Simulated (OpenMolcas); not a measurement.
# Computed transition rates of N III

```
Program             : OpenMolcas
Method              : CASSCF
Basis               : ANO-RCC-VTZP [4s3p2d1f]
Scalar Hamiltonian  : DKH2, point nucleus
Active space        : 3 electrons in 8 orbitals (2s 2p 3s 3p)
State averaging     : 2S+1 = 4 odd, 1 root; 2S+1 = 2 odd, 11 roots; 2S+1 = 4 even, 3 roots; 2S+1 = 2 even, 9 roots
Spin-orbit coupling : RASSI with atomic mean-field integrals over the reference wave functions, term energies averaged over their components
```

Rates come from the transition moments of the reference wave functions (E1 and E2 in the length form). At fixed line strength A goes as λ^-3 for E1 and M1 and as λ^-5 for E2, so a rate at the computed wavelength can be rescaled to the measured one. Measured vacuum wavelengths follow from level energies in Moore, Selected Tables of Atomic Spectra, NSRDS-NBS 3, section 5. Branching counts decays inside the model space alone, at computed energies, and the table is only a selection of the E1 lines, drawn from those between levels with measured partners whose computed energy lies within a factor of 1.5 of the measured one.

```json
{"Upper": "2s 2p2 4P 3/2", "Lower": "2s2 2p 2P* 3/2", "Type": "E1", "λ computed (nm)": "193.7", "λ measured (nm)": "175.2", "A computed (s-1)": "4.46e+01", "A rescaled (s-1)": "", "Branching %": "86.8"}
{"Upper": "2s 2p2 4P 5/2", "Lower": "2s2 2p 2P* 3/2", "Type": "E1", "λ computed (nm)": "193.3", "λ measured (nm)": "175", "A computed (s-1)": "1.57e+02", "A rescaled (s-1)": "", "Branching %": "100.0"}
{"Upper": "2s 2p2 4P 3/2", "Lower": "2s2 2p 2P* 1/2", "Type": "E1", "λ computed (nm)": "193.1", "λ measured (nm)": "174.7", "A computed (s-1)": "6.76e+00", "A rescaled (s-1)": "", "Branching %": "13.2"}
{"Upper": "2p3 2D* 5/2", "Lower": "2s 2p2 2P 3/2", "Type": "E1", "λ computed (nm)": "175.6", "λ measured (nm)": "175.2", "A computed (s-1)": "2.58e+08", "A rescaled (s-1)": "2.60e+08", "Branching %": "13.9"}
{"Upper": "2p3 2D* 3/2", "Lower": "2s 2p2 2P 1/2", "Type": "E1", "λ computed (nm)": "175.2", "λ measured (nm)": "174.8", "A computed (s-1)": "2.18e+08", "A rescaled (s-1)": "2.19e+08", "Branching %": "11.7"}
{"Upper": "2p3 2P* 1/2", "Lower": "2s 2p2 2P 3/2", "Type": "E1", "λ computed (nm)": "119.7", "λ measured (nm)": "118.5", "A computed (s-1)": "4.60e+08", "A rescaled (s-1)": "4.74e+08", "Branching %": "9.2"}
{"Upper": "2p3 2P* 3/2", "Lower": "2s 2p2 2P 3/2", "Type": "E1", "λ computed (nm)": "119.6", "λ measured (nm)": "118.5", "A computed (s-1)": "1.16e+09", "A rescaled (s-1)": "1.19e+09", "Branching %": "23.1"}
{"Upper": "2p3 2P* 1/2", "Lower": "2s 2p2 2P 1/2", "Type": "E1", "λ computed (nm)": "119.5", "λ measured (nm)": "118.3", "A computed (s-1)": "9.31e+08", "A rescaled (s-1)": "9.60e+08", "Branching %": "18.6"}
{"Upper": "2s 2p2 2D 3/2", "Lower": "2s2 2p 2P* 3/2", "Type": "E1", "λ computed (nm)": "94.45", "λ measured (nm)": "99.15", "A computed (s-1)": "1.29e+08", "A rescaled (s-1)": "1.12e+08", "Branching %": "16.4"}
{"Upper": "2s 2p2 2D 5/2", "Lower": "2s2 2p 2P* 3/2", "Type": "E1", "λ computed (nm)": "94.45", "λ measured (nm)": "99.16", "A computed (s-1)": "7.80e+08", "A rescaled (s-1)": "6.74e+08", "Branching %": "100.0"}
{"Upper": "2s 2p2 2D 3/2", "Lower": "2s2 2p 2P* 1/2", "Type": "E1", "λ computed (nm)": "94.3", "λ measured (nm)": "98.98", "A computed (s-1)": "6.54e+08", "A rescaled (s-1)": "5.66e+08", "Branching %": "83.6"}
{"Upper": "2p3 2D* 3/2", "Lower": "2s 2p2 2D 5/2", "Type": "E1", "λ computed (nm)": "94.07", "λ measured (nm)": "97.98", "A computed (s-1)": "1.64e+08", "A rescaled (s-1)": "1.45e+08", "Branching %": "8.9"}
{"Upper": "2p3 2D* 5/2", "Lower": "2s 2p2 2D 5/2", "Type": "E1", "λ computed (nm)": "94.07", "λ measured (nm)": "97.99", "A computed (s-1)": "1.49e+09", "A rescaled (s-1)": "1.32e+09", "Branching %": "80.3"}
{"Upper": "2p3 2D* 3/2", "Lower": "2s 2p2 2D 3/2", "Type": "E1", "λ computed (nm)": "94.07", "λ measured (nm)": "97.98", "A computed (s-1)": "1.43e+09", "A rescaled (s-1)": "1.27e+09", "Branching %": "77.1"}
{"Upper": "2p3 2P* 3/2", "Lower": "2s 2p2 2S 1/2", "Type": "E1", "λ computed (nm)": "93.98", "λ measured (nm)": "100.6", "A computed (s-1)": "4.31e+08", "A rescaled (s-1)": "3.51e+08", "Branching %": "8.6"}
{"Upper": "2p3 4S* 3/2", "Lower": "2s 2p2 4P 5/2", "Type": "E1", "λ computed (nm)": "75.81", "λ measured (nm)": "77.24", "A computed (s-1)": "2.97e+09", "A rescaled (s-1)": "2.81e+09", "Branching %": "49.9"}
{"Upper": "2p3 4S* 3/2", "Lower": "2s 2p2 4P 3/2", "Type": "E1", "λ computed (nm)": "75.75", "λ measured (nm)": "77.19", "A computed (s-1)": "1.99e+09", "A rescaled (s-1)": "1.88e+09", "Branching %": "33.4"}
{"Upper": "2s 2p2 2S 1/2", "Lower": "2s2 2p 2P* 3/2", "Type": "E1", "λ computed (nm)": "75.53", "λ measured (nm)": "76.44", "A computed (s-1)": "2.49e+09", "A rescaled (s-1)": "2.40e+09", "Branching %": "66.2"}
{"Upper": "2s 2p2 2S 1/2", "Lower": "2s2 2p 2P* 1/2", "Type": "E1", "λ computed (nm)": "75.43", "λ measured (nm)": "76.33", "A computed (s-1)": "1.27e+09", "A rescaled (s-1)": "1.23e+09", "Branching %": "33.8"}
{"Upper": "2p3 2P* 1/2", "Lower": "2s 2p2 2D 3/2", "Type": "E1", "λ computed (nm)": "75.23", "λ measured (nm)": "77.3", "A computed (s-1)": "3.20e+09", "A rescaled (s-1)": "2.95e+09", "Branching %": "63.9"}
{"Upper": "2p3 2P* 3/2", "Lower": "2s 2p2 2D 5/2", "Type": "E1", "λ computed (nm)": "75.23", "λ measured (nm)": "77.29", "A computed (s-1)": "2.87e+09", "A rescaled (s-1)": "2.65e+09", "Branching %": "57.3"}
{"Upper": "2s 2p2 2P 1/2", "Lower": "2s2 2p 2P* 3/2", "Type": "E1", "λ computed (nm)": "64.47", "λ measured (nm)": "68.63", "A computed (s-1)": "2.29e+09", "A rescaled (s-1)": "1.90e+09", "Branching %": "33.6"}
{"Upper": "2s 2p2 2P 3/2", "Lower": "2s2 2p 2P* 3/2", "Type": "E1", "λ computed (nm)": "64.42", "λ measured (nm)": "68.58", "A computed (s-1)": "5.68e+09", "A rescaled (s-1)": "4.71e+09", "Branching %": "83.4"}
{"Upper": "2s 2p2 2P 1/2", "Lower": "2s2 2p 2P* 1/2", "Type": "E1", "λ computed (nm)": "64.4", "λ measured (nm)": "68.55", "A computed (s-1)": "4.52e+09", "A rescaled (s-1)": "3.75e+09", "Branching %": "66.4"}
{"Upper": "2s 2p2 2P 3/2", "Lower": "2s2 2p 2P* 1/2", "Type": "E1", "λ computed (nm)": "64.35", "λ measured (nm)": "68.5", "A computed (s-1)": "1.13e+09", "A rescaled (s-1)": "9.37e+08", "Branching %": "16.6"}
```

Spin-changing lines and M1 lines between different terms are not rescaled, since their strength hangs on the term gaps too.

The largest correction is for 2p3 2P* 3/2 → 2s 2p2 2S 1/2 (E1): 4.31e+08 × (93.98 / 100.6)^3 = 3.51e+08 s-1, a factor of 0.82.

The computed rate and branching of 2s 2p2 2D 5/2 → 2s2 2p 2P* 3/2 give the upper level a radiative lifetime of 1.000 / 7.80e+08 s-1 = 1.28e-09 s, counting decays inside the model space alone. The rescaled rate gives about 1.5e-09 s.

The computed order of these levels differs from the measured one in 2 places, and where term gaps are wrong the rates of spin-changing lines can be off by large factors.

No measured rate stands beside these. Rescaling mends the energy factor alone: line strengths can still be far off where a level mixes with configurations outside the active space, and weak or spin-changing lines hang on small mixing coefficients that depend on the term gaps too, so rescaling need not improve them.

Active for correlation alone: 3p 3s; no level in the range computed is led by a configuration that fills them, so any true level of that kind is missing. Measured partners are found by configuration, term and J. A level has none where our copy of the source lacks it or the pairing is in doubt (some pairs that miss far off the trend of their configuration count as doubtful). Levels of configurations outside the active space are missing.

* marks odd parity.
